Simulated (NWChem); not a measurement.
Program: NWChem. System: BrISi, charge 0, spin multiplicity 1, at a geometry optimised with B3LYP/def2-SVP with def2 effective core potentials on I. The structure started from a generated list of species. Level: PBE/def2-TZVP with def2 effective core potentials on I.

The NWChem input:

```
start mol
memory heap 200 mb stack 900 mb global 1100 mb
geometry units angstroms nocenter noautoz
  Si    -1.283490    -0.437523     0.000000
  Br     0.153125    -2.200534     0.000000
  I      0.237915     1.568755     0.000000
  symmetry group Cs
end
basis spherical
  * library def2-tzvp
end
ecp
  I library def2-ecp
end
dft
  xc xpbe96 cpbe96
  semidirect memsize 60000000 filesize 0
  iterations 100
end
task dft energy
```

Part of the output:

```
             Northwest Computational Chemistry Package (NWChem) 7.3.0
             --------------------------------------------------------

                                NWChem Input Module
                                -------------------

 Scaling coordinates for geometry "geometry" by  1.889725989
 (inverse scale =  0.529177249)

 Turning off AUTOSYM since
 SYMMETRY directive was detected!

                             Geometry "geometry" -> ""
                             -------------------------

 Output coordinates in angstroms (scale by  1.889725989 to convert to a.u.)

  No.       Tag          Charge          X              Y              Z
 ---- ---------------- ---------- -------------- -------------- --------------
    1 Si                  14.0000    -1.28349000    -0.43752300     0.00000000
    2 Br                  35.0000     0.15312500    -2.20053400     0.00000000
    3 I                   53.0000     0.23791500     1.56875500     0.00000000

 Effective nuclear repulsion energy (a.u.)     530.3199136600

            Nuclear Dipole moment (a.u.)
            ----------------------------
        X                 Y               Z
 ---------------- ---------------- ----------------
     0.0000188973     0.0000056692     0.0000000000

      Symmetry information
      --------------------

 Group name             Cs
 Group number              2
 Group order               2
 No. of unique centers     3

      Symmetry unique atoms

     1    2    3


 Summary of "ao basis" -> "" (spherical)
 ------------------------------------------------------------------------------
       Tag                 Description            Shells   Functions and Types
 ---------------- ------------------------------  ------  ---------------------
 *                         def2-tzvp                  on all atoms

 Summary of "ao basis" -> "ao basis" (spherical)
 ------------------------------------------------------------------------------
       Tag                 Description            Shells   Functions and Types
 ---------------- ------------------------------  ------  ---------------------
[...]
              MO Center= -5.5D-01,  8.5D-02,  9.8D-16, r^2= 5.1D+00
   Bfn.  Coefficient  Atom+Function         Bfn.  Coefficient  Atom+Function
  ----- ------------  ---------------      ----- ------------  ---------------
     5      0.406063  1 Si s                101      0.377454  3 I  px
     4      0.330278  1 Si s                 95     -0.317235  3 I  px
    98      0.257699  3 I  px                53      0.230542  2 Br px
    15     -0.224894  1 Si px               104      0.203997  3 I  px
     3     -0.191335  1 Si s                 56      0.169403  2 Br px

 Vector   38  Occ=0.000000D+00  E=-1.448277D-01  Symmetry=a"
              MO Center= -9.7D-01, -3.6D-01, -1.8D-16, r^2= 3.7D+00
   Bfn.  Coefficient  Atom+Function         Bfn.  Coefficient  Atom+Function
  ----- ------------  ---------------      ----- ------------  ---------------
    17      0.522506  1 Si pz                20      0.432478  1 Si pz
   103     -0.194270  3 I  pz                58     -0.188787  2 Br pz
    55     -0.172761  2 Br pz               106     -0.171622  3 I  pz
     8     -0.167666  1 Si pz                14      0.165159  1 Si pz
    97      0.164194  3 I  pz               100     -0.141172  3 I  pz

 Vector   39  Occ=0.000000D+00  E=-6.772649D-02  Symmetry=a'
              MO Center= -6.3D-01,  7.8D-02, -1.4D-15, r^2= 5.6D+00
   Bfn.  Coefficient  Atom+Function         Bfn.  Coefficient  Atom+Function
  ----- ------------  ---------------      ----- ------------  ---------------
    18      0.532668  1 Si px               105      0.427554  3 I  py
    15      0.398659  1 Si px                91     -0.387685  3 I  s
     5      0.368157  1 Si s                  4      0.309700  1 Si s
    19      0.297026  1 Si py               104      0.233607  3 I  px
    57     -0.230397  2 Br py               102      0.230785  3 I  py

 Vector   40  Occ=0.000000D+00  E=-4.954349D-02  Symmetry=a'
              MO Center= -9.6D-01, -5.6D-01, -1.4D-15, r^2= 5.0D+00
   Bfn.  Coefficient  Atom+Function         Bfn.  Coefficient  Atom+Function
  ----- ------------  ---------------      ----- ------------  ---------------
    19      0.688687  1 Si py                16      0.417907  1 Si py
    43      0.418504  2 Br s                 56     -0.298297  2 Br px
    57      0.271939  2 Br py                18     -0.243087  1 Si px
   104      0.234397  3 I  px                91     -0.191394  3 I  s
    15     -0.170239  1 Si px                42      0.169991  2 Br s

 center of mass
 --------------
 x =   0.05248081 y =   0.08834066 z =   0.00000000

 moments of inertia (a.u.)
 ------------------
        2514.482686545492        -127.988636812743           0.000000000000
        -127.988636812743         196.278007418458           0.000000000000
           0.000000000000           0.000000000000        2710.760693963950

     Multipole analysis of the density
     ---------------------------------

     L   x y z        total         alpha         beta         nuclear
     -   - - -        -----         -----         ----         -------
     0   0 0 0     -0.000000    -37.000000    -37.000000     74.000000

     1   1 0 0     -0.293174      6.147722      6.147722    -12.588618
     1   0 1 0      0.001209     41.503841     41.503841    -83.006473
     1   0 0 1      0.000000      0.000000      0.000000      0.000000

     2   2 0 0    -42.700186    -66.521548    -66.521548     90.342910
     2   1 1 0      0.577734     -9.351331     -9.351331     19.280395
     2   1 0 1     -0.000000     -0.000000     -0.000000      0.000000
     2   0 2 0    -44.011172   -439.261277   -439.261277    834.511383
     2   0 1 1     -0.000000     -0.000000     -0.000000      0.000000
     2   0 0 2    -42.266595    -21.133297    -21.133297      0.000000

 Task  times  cpu:       24.6s     wall:       24.6s

 Total times  cpu:       24.7s     wall:       24.7s
```
